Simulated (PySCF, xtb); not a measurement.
CH4N2OSi, SMILES N[SiH2]OC#N. The values are those of a single conformer.

Harmonic wavenumbers (cm⁻¹) from xtb with GFN2-xTB at its own minimum, in rising order: 54, 110, 194, 253, 467, 489, 497, 544, 589, 648, 740, 799, 831, 941, 1262, 1502, 2246, 2325, 2469, 3473, 3537.

What does PySCF with PBE-D3(BJ)/def2-SVP give at its own minimum? (The exact figures need the calculation; the answer reports its results.)

34, 100, 255, 284, 387, 490, 491, 535, 653, 747, 858, 869, 884, 924, 1166, 1491, 2214, 2232, 2310, 3508, 3605. Paired by order, the mean absolute difference is 54 cm⁻¹ and the zero-point energies are 34.3 and 34.4 kcal/mol.
